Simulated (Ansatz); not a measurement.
## F2HNOSi2+: where a starting geometry ends

The starting geometry of this gas-phase doublet was optimised with GFN2-xTB.

```yaml
atoms:
  - { symbol: F, position_ang: [-2.1792, -1.2266, -0.0100] }
  - { symbol: F, position_ang: [-1.6610, 1.2934, 0.4547] }
  - { symbol: N, position_ang: [-0.0557, -0.6270, 1.7602] }
  - { symbol: O, position_ang: [-2.2670, -0.3219, 2.5210] }
  - { symbol: Si, position_ang: [-1.5988, -0.1716, 0.9754] }
  - { symbol: Si, position_ang: [-0.8895, -0.7343, 3.2534] }
  - { symbol: H, position_ang: [0.8992, -0.7562, 1.4482] }
```

**Question.** Predict what it relaxes into with BLYP-D3(BJ)/def2-SVP.

**Answer.** It keeps its bonds.

The energy falls by 0.16 eV over 7 steps:

```tsv
step	E − E(last) (eV)
1	0.164
2	0.051
3	0.001
4	0.000
5	0.000
6	0.000
7	0.000
```

Final geometry (Å):

```yaml
atoms:
  - { symbol: F, position_ang: [-2.1713, -1.2382, -0.0473] }
  - { symbol: F, position_ang: [-1.6560, 1.3157, 0.4241] }
  - { symbol: N, position_ang: [-0.0425, -0.6299, 1.7656] }
  - { symbol: O, position_ang: [-2.3272, -0.3177, 2.5715] }
  - { symbol: Si, position_ang: [-1.6137, -0.1703, 0.9930] }
  - { symbol: Si, position_ang: [-0.8646, -0.7396, 3.2581] }
  - { symbol: H, position_ang: [0.9233, -0.7643, 1.4381] }
```

Frequencies at the end are all real (lowest 148 cm⁻¹). Open shells are spin-unrestricted. Run with Ansatz 0.2.0, 24 s on 2 threads of Intel(R) Xeon(R) Platinum 8259CL CPU @ 2.50GHz (Skylake/Cascade Lake), on a shared host.
